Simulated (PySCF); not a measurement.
## Steps of a relaxation of [Pr(H2O)2]3+

[Pr(H2O)2]3+ (singlet in the valence; each metal's 4f electrons, 2 of them, lie in its core potential, out of spins and levels; a saddle point, relaxed within its symmetry). PySCF 2.14.0, RKS PBE0, Pr lcecp-1-SVP with ECP48, O def2-SVP, H def2-SVP; non-relativistic Hamiltonian with scalar-relativistic core potentials where named; density fitting; no spin-orbit coupling. Origin of the start: template. Columns: position (Å) and force (eV/Å). Energies are counted from the last step; some of the 6 steps are shown. Forces carry noise of the integration grid, about 0.01 to 0.03 eV/Å.

Run from Python with OMP_NUM_THREADS=2. Where DIIS fails, smearing, a level shift and second-order steps follow.
It took 11 s on 2 threads of Intel(R) Xeon(R) 6975P-C (Granite Rapids) (shared host), from the converged density of the start.

```xyz
7
step 0  E = 0.273 eV
Pr    0.0000    0.0000    0.0000     0.00    0.00    0.00
O     0.0000    0.0000    2.5350     0.00    0.00   -2.29
H     0.5445    0.5445    3.1250     0.38    0.38    0.55
H    -0.5445   -0.5445    3.1250    -0.38   -0.38    0.55
O     0.0000    0.0000   -2.5350     0.00    0.00    2.29
H     0.5445   -0.5445   -3.1250     0.38   -0.38   -0.55
H    -0.5445    0.5445   -3.1250    -0.38    0.38   -0.55
```

```xyz
7
step 2  E = 0.020 eV
Pr    0.0000    0.0000    0.0000     0.00    0.00    0.00
O     0.0000    0.0000    2.3871     0.00    0.00    0.42
H     0.5426    0.5426    3.0281    -0.14   -0.14   -0.36
H    -0.5426   -0.5426    3.0281     0.14    0.14   -0.36
O     0.0000    0.0000   -2.3871     0.00    0.00   -0.42
H     0.5426   -0.5426   -3.0281    -0.14    0.14    0.36
H    -0.5426    0.5426   -3.0281     0.14   -0.14    0.36
```

```xyz
7
step 3  E = 0.004 eV
Pr    0.0000    0.0000    0.0000     0.00    0.00    0.00
O     0.0000    0.0000    2.3625     0.00    0.00    0.35
H     0.5428    0.5428    2.9968    -0.07   -0.07   -0.20
H    -0.5428   -0.5428    2.9968     0.07    0.07   -0.20
O     0.0000    0.0000   -2.3625     0.00    0.00   -0.35
H     0.5428   -0.5428   -2.9968    -0.07    0.07    0.20
H    -0.5428    0.5428   -2.9968     0.07   -0.07    0.20
```

**Question.** Where does the relaxation end?

**Answer.** It converges at step 5 in D2d:
```xyz
7
step 5  E = 0
Pr    0.0000    0.0000    0.0000
O     0.0000    0.0000    2.3607
H     0.5444    0.5444    2.9841
H    -0.5444   -0.5444    2.9841
O     0.0000    0.0000   -2.3607
H     0.5444   -0.5444   -2.9841
H    -0.5444    0.5444   -2.9841
```

**Question.** How did the contacts change?

**Answer.** 
| contact | start (Å) | end (Å) |
| --- | --- | --- |
| Pr1–O2 (H2O) | 2.535 | 2.361 |
| Pr1–O5 (H2O) | 2.535 | 2.361 |


An lcecp potential fixes the number of 4f electrons, so in runs with it no electron can move into or out of that shell.
